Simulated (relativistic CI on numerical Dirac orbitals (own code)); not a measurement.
## One change at a time: Sr XXV

Base calculation: Dirac-Coulomb-Breit CI, separate exchange-only KLI orbitals for each configuration, model QED (radiative potential, 1s self-energy scaled to tabulated hydrogen-like ionisation energies), unscaled Slater integrals.

Configuration list (outside the closed core [Ne]): 3s2 3p2, 3s 3p3, 3s2 3p 3d, 3p4, 3s 3p2 3d, 3p3 3d, 3s 3p 3d2, 3s2 3d 4p, 3p3 4s, 3s2 3p 4s, 3s 3p 3d 4s, 3p3 4p, 3s2 3p 4p, 3s2 3p 4d, 3s 3p2 4s, 3p2 3d 4p, 3s2 3p 4f, 3s 3p2 4p, 3s 3p2 4d, 3s 3p2 4f, 3s2 3p 5s, 3s2 3p 5p, 3s2 4s 4p, 3s2 3p 5d, 3s2 3p 5f, 3s2 3p 5g, 3s 3p 4s2, 3s 3p2 5s, 3s2 3d2, 3s 3d3, 3p2 3d2, 3p 3d3, 3p 3d2 4s, 3p 3d2 4p, 3p 3d2 4d, 3s2 3d 4s, 3s 3d2 4s, 3s 3p 3d 4p, 3s 3d2 4p, 3s 3d 4s 4p, 3s 3d 4p2, 3s 3d 4p 4d, 3p2 3d 4s, 3p 3d 4s2, 3p 3d 4s 4p, 3p 3d 4s 4d, 3s2 4s2, 3s 3d 4s2, 3s2 4p2, 3s 3p 4s 4p, 3s 4s2 4p, 3s 4s 4p2, 3s 4s 4p 4d. Double excitations out of closed p, d and f shells are left out; levels of such configurations are missing from the list, as are those of other unlisted configurations, and high levels can miss mixing partners. These lack a partner that the ground configuration has and come out too high: 3s 3p2 4d, 3s 3p2 4f, 3s 3p2 5s, 3s2 3p 4f, 3s2 3p 5s.

Variants: (1) only the first 3 configurations. Shifts of the energy above 3s2 3p2 3P_0, in cm⁻¹, for the lowest level and the first level of each name with at least 55 % of one term (blank where a level changes its place among those of its configuration and J or its character, or is not in the variant):

| Level | Base | Δ(1) |
| --- | --- | --- |
| 3s2 3p2 3P_0 | 0 | 0 |
| 3s2 3p2 3P_1 | 92177 | -610 |
| 3s2 3p2 1S_0 | 315731 | +11970 |
| 3s 3p3 5S°_2 | 533288 | -26582 |
| 3s 3p3 3D°_1 | 648686 | -15985 |
| 3s 3p3 3D°_2 | 664763 | -17961 |
| 3s 3p3 3D°_3 | 699736 | -17236 |
| 3s 3p3 3P°_0 | 768801 | -14176 |
| 3s 3p3 3P°_1 | 780943 | -13232 |
| 3s 3p3 3S°_1 | 892435 | +4891 |
| 3s2 3p 3d 3F°_3 | 909581 | -8899 |
| 3s2 3p 3d 3F°_4 | 991565 | -8492 |
| 3s2 3p 3d 3P°_0 | 1067026 | +567 |
| 3s2 3p 3d 3D°_3 | 1071672 | +1361 |

At this charge energies of transitions that change n are usually good to better than 1 %, and those within a shell (Δn = 0) to a few per cent.

Ionisation energy from the two ground configurations alone: base 1162.32 eV. The NIST ASD value (semi-empirical) is 1165 eV.

LS names give the leading component of a level, which can be under half, so a name can repeat, a term be missing and a line seem to break the LS rules.
